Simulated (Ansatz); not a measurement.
`[SiH3]N1CSC1` + `[NH2][Cd][OH]` → `[NH2][Cd][O][SiH3]` + `C1NCS1`  (ligand exchange at the Si–N bond)

Isolated molecules relaxed with PBE0-D4/def2-TZVP in Ansatz; ΔE leaves out vibrations. CBS: MP2 limit from def2 TZ/QZ plus the TZ coupled-cluster correction, frozen cores. Functionals use def2-TZVPP. def2 core potentials past Kr. For Cd outer-core shells are correlated without core-valence functions, which leaves a few kJ/mol of doubt a bond. Each species was taken in one conformer, which may not be the lowest.

```tsv
species	PBE energy (Eh)
`[SiH3]N1CSC1`	-822.40344
`[NH2][Cd][OH]`	-299.46822
`[NH2][Cd][O][SiH3]`	-590.05012
`C1NCS1`	-531.84290
```

Problem. Work out ΔE.

Solution. ΔE = (-590.05012) + (-531.84290) − (-822.40344) − (-299.46822) = -0.02136 Eh = -56.1 kJ/mol. CCSD(T)/CBS gives -63.8 kJ/mol.

Largest T1 diagnostic among the species: 0.016.

The D4 term adds +5.9 kJ/mol with B3LYP and +3.4 kJ/mol with PBE0; it sums over pairs of atoms, weighted by their polarisabilities, and B3LYP, whose exchange is more repulsive, gets the larger term. In def2-TZVPP, CCSD(T) changes the Hartree–Fock value by +18.4 kJ/mol (the triples alone add +2.6 kJ/mol) and MP2 by +21.5 kJ/mol. From PBE to PBE0 (25 % exact exchange), in def2-TZVPP and without D4, ΔE moves by −7.0 kJ/mol.

B3LYP here is the variant with VWN-RPA as its local correlation; programs differ in this.
